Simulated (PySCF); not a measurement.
# Gas-phase XPS of `N#C[SiH2]C#N`, computed

Compound: C2H2N2Si.
SMILES with atom numbers: `[N:1]#[C:2][SiH2:3][C:4]#[N:5]`

Geometry (PBE0-D3(BJ)/def2-SVP, Å), atoms numbered from 1 in this order:
```xyz
7
C2H2N2Si angstrom
N     -2.4260   -1.1915   -0.0159
C     -1.4847   -0.5151   -0.0124
Si    -0.0005    0.5894    0.0017
C      1.4896   -0.5070   -0.0237
N      2.4335   -1.1797   -0.0375
H      0.0017    1.3841    1.2529
H     -0.0070    1.4297   -1.2193
```

The calculation used delta-SCF UKS SCAN, pcX-2 on the ionised atom, pcseg-1 elsewhere, spin-free X2C (PySCF). Binding energies are ΔSCF values: E(core-ionised, relaxed orbitals) − E(ground state) at a fixed geometry, referred to the vacuum level.

Question: Give the core binding energies atom by atom.

Answer: 
```csv
atom(s),environment,level,binding energy (eV),2p1/2 (eV),count
Si3,SiH2 silicon,Si 1s,1849.26,–,1
N1/N5,cyano nitrogen,N 1s,406.15,–,2
C2/C4,cyano carbon,C 1s,292.65,–,2
Si3,SiH2 silicon,Si 2p3/2,109.35,109.97,1
```

Question: Which photon energy gives electrons from N 1s of N1/N5 a kinetic energy of 150 eV, and what is their de Broglie wavelength?

Answer: hν = 406.15 + 150 = 556.15 eV, recoil neglected; λ = 12.264 Å/√(E/eV) = 1.00 Å.

Question: Express the binding energy of N 1s of N1/N5 in atomic units and per mole.

Answer: 406.15 eV = 14.9257 Eh = 39188 kJ/mol.

Atoms equivalent by their bonding share one computed value, that of the first of them. 2p3/2 and 2p1/2 are the ΔSCF energy of one spin-free 2p hole plus the eigenvalues of a spin–orbit and ligand-field matrix of the shell. 2p1/2 minus 2p3/2 (ligand field included): Si 0.63 eV. Geometry: PBE0-D3(BJ)/def2-SVP; no solvent, vibrations or thermal averaging.

Hardware: one thread of an x86-64 server, shared host. Cost: 11 s.
